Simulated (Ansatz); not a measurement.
**Question.** Predict a relaxed structure of `COCCOS(=O)(=O)CC(F)(F)C(F)F`, charge 0, singlet, at PBE-D4/def2-SVP (Ansatz).

**Answer.** 
Cartesian coordinates in Å:
```
C 0.350 1.891 -1.666
O 1.089 1.751 -0.460
C 2.371 1.169 -0.603
C 2.363 -0.330 -0.876
O 1.817 -1.077 0.230
S 0.214 -1.551 0.149
O 0.164 -2.843 0.835
O -0.267 -1.364 -1.232
C -0.501 -0.272 1.230
C -2.005 -0.072 1.117
F -2.339 0.391 -0.122
F -2.348 0.900 2.026
C -2.899 -1.290 1.425
F -2.531 -1.810 2.627
F -2.746 -2.232 0.464
H 0.043 0.911 -2.093
H 0.931 2.463 -2.427
H -0.567 2.459 -1.416
H 2.948 1.670 -1.421
H 2.903 1.364 0.352
H 3.406 -0.692 -0.996
H 1.807 -0.581 -1.803
H -0.229 -0.562 2.261
H -0.007 0.676 0.931
H -3.966 -0.971 1.469
```
 This is one stationary point.
